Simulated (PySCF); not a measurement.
These are B3LYP-D3(BJ)/def2-TZVP // r2SCAN-D4/def2-SVP in PySCF values and carry that method's errors. All species are isolated molecules in the gas phase. One relaxed conformer stands for a flexible species; it need not be the lowest. B3LYP has the VWN-RPA correlation part, as in Gaussian. 

Reference species: [Cd(H)2] (neutral, multiplicity 1).

| Quantity | Result |
|---|---|
| mean distance from the central atom to its bonded neighbours | 1.672 Å |
| HOMO–LUMO gap | 6.65 eV |
| coordination number | 2 |

Changed species: [Cd(NH2)(H)] (1 of 2 NH2 replaced by H; the reference has 2 of 2 NH2 replaced by H).

What does the change do to the mean distance from the central atom to its bonded neighbours, HOMO–LUMO gap and coordination number?

the mean distance from the central atom to its bonded neighbours rises by 0.155 Å, to 1.827 Å; the HOMO–LUMO gap decreases by 0.98 eV, to 5.67 eV; the coordination number is nearly the same.
